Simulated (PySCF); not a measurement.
Si(F)2(Me)(Cl) (CH₃ClF₂Si), SMILES C[Si](F)(F)Cl.

Coordinates come from a B3LYP-D3(BJ)/def2-SVP optimisation.

Method: PySCF 2.14.0 with TDA-PBE/def2-SVPD.

Vertical excitations.  State labels are in the subgroup Cs.

Computed excitation energies, oscillator strengths and character:
| state | symmetry | energy (eV) | λ (nm) | f | main pairs |
|---|---|---|---|---|---|
| S1 | A' | 7.75 | 160 | 0.072 | HOMO→LUMO 97 % |
| S2 | A" | 7.80 | 159 | 0.026 | HOMO−1→LUMO 98 % |
| S3 | A' | 8.43 | 147 | 0.078 | HOMO−2→LUMO 93 % |
| S4 | A" | 8.61 | 144 | 0.001 | HOMO→LUMO+2 95 % |
| S5 | A' | 8.71 | 142 | 0.042 | HOMO→LUMO+1 88 % |
| S6 | A" | 8.77 | 141 | 0.009 | HOMO−1→LUMO+1 92 % |
| S7 | A' | 8.82 | 141 | 0.004 | HOMO−1→LUMO+2 54 %, HOMO→LUMO+3 43 % |
| S8 | A" | 8.97 | 138 | 0.001 | HOMO−1→LUMO+3 98 % |
| S9 | A' | 9.16 | 135 | 0.063 | HOMO→LUMO+3 40 %, HOMO−2→LUMO+1 27 %, HOMO−1→LUMO+2 21 % |
| S10 | A" | 9.38 | 132 | 0.001 | HOMO−3→LUMO 63 %, HOMO−2→LUMO+2 35 % |
| T1 | A' | 7.45 | 166 | 0 | HOMO→LUMO 98 % |
| T2 | A" | 7.56 | 164 | 0 | HOMO−1→LUMO 98 % |
| T3 | A' | 8.10 | 153 | 0 | HOMO−2→LUMO 97 % |
| T4 | A' | 8.31 | 149 | 0 | HOMO→LUMO+1 82 % |
Triplets are in the Tamm–Dancoff approximation.
